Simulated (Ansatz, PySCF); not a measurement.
This PySCF input computes a r2SCAN/def2-TZVPD energy:

```python
from pyscf import gto, scf, dft

mol = gto.M(
    atom='''
    B    -0.14346791   -0.36359341    0.24688682
    N    -1.17068986    0.62369187    0.17170936
    N     1.14280199   -0.19444410   -0.27851693
    H    -0.38992760   -1.35714111    0.88020854
    H    -1.98811896    0.43102754   -0.40345489
    H     1.42008951    0.61520055   -0.80804573
    H     1.87051180   -0.87585427   -0.15548910
    ''',
    basis='def2-tzvpd',
    charge=0,
    spin=1,
    verbose=4,
)

mf = dft.UKS(mol, xc='r2scan').density_fit(auxbasis='def2-universal-jkfit')
mf.grids.level = 4
mf.conv_tol = 1e-9
mf.max_cycle = 100
mf.max_memory = 1500
mf.kernel()
if not mf.converged:
    mf = mf.newton()
    mf.kernel(mf.make_rdm1())
for _ in range(2):
    mo, _, stable, _ = mf.stability(return_status=True)
    if stable:
        break
    mf.kernel(mf.make_rdm1(mo, mf.mo_occ))
mf.analyze()
```

Write an input for the same energy in Ansatz (an electronic-structure program) and say what it gives.


Ansatz 0.2 input:
```yaml
crystal:
  periodic: [false, false, false]
  atoms:
    - {symbol: B, position_ang: [-0.14346791, -0.36359341, 0.24688682]}
    - {symbol: N, position_ang: [-1.17068986, 0.62369187, 0.17170936]}
    - {symbol: N, position_ang: [1.14280199, -0.19444410, -0.27851693]}
    - {symbol: H, position_ang: [-0.38992760, -1.35714111, 0.88020854]}
    - {symbol: H, position_ang: [-1.98811896, 0.43102754, -0.40345489]}
    - {symbol: H, position_ang: [1.42008951, 0.61520055, -0.80804573]}
    - {symbol: H, position_ang: [1.87051180, -0.87585427, -0.15548910]}
basis:
  gaussian:
    orbitals: def2-TZVPD
hamiltonian:
  xc: {name: r2SCAN}
magnetization: {spin_polarized: true, initial_magnetization: 1}
output: {forces: true}
```
It gives -136.73717 Eh, and PySCF -136.73724 Eh, a difference of 0.07 mEh, from the treatment of integrals and grids.

It need not be the lowest isomer of its formula.
